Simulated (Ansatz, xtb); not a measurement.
## BBrH3LiSi2: which of two structures lies lower

We compare X, a singlet given by its coordinates, with Y, a singlet given by its coordinates. Both are isolated molecules in the gas phase, relaxed with r2SCAN-D4/def2-SVP.

X (Å):

| atom | x (Å) | y (Å) | z (Å) |
| --- | --- | --- | --- |
| B | 0.0230 | 0.3842 | -1.0870 |
| Br | 0.1211 | 2.2584 | -1.5511 |
| Li | -2.2398 | -0.5769 | -0.8003 |
| Si | 0.1782 | -1.4139 | -1.5775 |
| Si | -0.2207 | -0.7786 | 0.5499 |
| H | 0.7668 | -2.4878 | -2.4424 |
| H | -1.6739 | -1.0011 | 1.0559 |
| H | 0.5741 | -0.7473 | 1.8180 |

Close contacts (Å): B1–Br2 1.93, B1–Si4 1.87, B1–Si5 2.02, Li3–Si4 2.67, Li3–Si5 2.44, Si4–Si5 2.26, Li3–H7 1.99, Si4–H6 1.50, Si5–H7 1.55, Si5–H8 1.50.

Y (Å):

```xyz
8

B    -1.9512   -0.3308    0.3734
Br    0.6609   -1.3806   -1.9951
Li   -1.4944   -0.2860   -2.3581
Si   -1.7709    1.4520   -0.4089
Si   -0.0363    0.0726   -0.1278
H    -0.9709   -1.1390    0.7028
H    -2.8810   -0.9818    0.7861
H     1.1248   -0.2339    0.7583
```

Close contacts (Å): B1–Si4 1.96, B1–Si5 2.02, Br2–Li3 2.44, Br2–Si5 2.47, Li3–Si4 2.63, Li3–Si5 2.69, Si4–Si5 2.23, B1–H6 1.31, B1–H7 1.21, Si5–H6 1.74, Si5–H8 1.49.

Problem. Which of the two would you expect CCSD(T)/def2-SVP + ΔMP2/def2-TZVPP electronic energies to favour?

Solution. Structure Y; the calculation gives E(Y) − E(X) = −0.736 eV.

Level by level:

```tsv
level	geometry	E(Y) − E(X) (eV)	departure from the last row (eV)	job, with rough time for the two
r2SCAN-D4/def2-SVP	r2SCAN-D4/def2-SVP	−0.688	+0.048	optimisation, 1.9 min
HF/def2-SVP	r2SCAN-D4/def2-SVP	−0.487	+0.249	part of the CCSD(T) run
MP2/def2-SVP	r2SCAN-D4/def2-SVP	−0.687	+0.050	part of the CCSD(T) run
CCSD(T)/def2-SVP	r2SCAN-D4/def2-SVP	−0.655	+0.081	single point
CCSD(T)/def2-SVP + ΔMP2/def2-TZVPP	r2SCAN-D4/def2-SVP	−0.736		single point, 27 s
```

The levels shown agree on the order. The largest departure from CCSD(T)/def2-SVP + ΔMP2/def2-TZVPP is that of HF/def2-SVP, 0.249 eV. Levels run at GFN2-xTB geometries aren't shown. The last row adds to CCSD(T) the change of the MP2 difference between the two basis sets, here −0.081 eV.

With harmonic frequencies from r2SCAN-D4/def2-SVP (ideal gas, rigid rotor, one conformer each, 1000 K, 1 atm): on the last row, ΔE + ΔZPE = −0.675 eV. A mode under 50 cm⁻¹ makes harmonic enthalpies and free energies unreliable, so none is given.

The correlated steps freeze 20 core orbitals; the filled d shell of Br is correlated; the last core shell of Li is correlated, in a basis made for valence electrons. Run with Ansatz 0.2.0; the last row on 2 threads of Arm Neoverse V2 on a shared host.
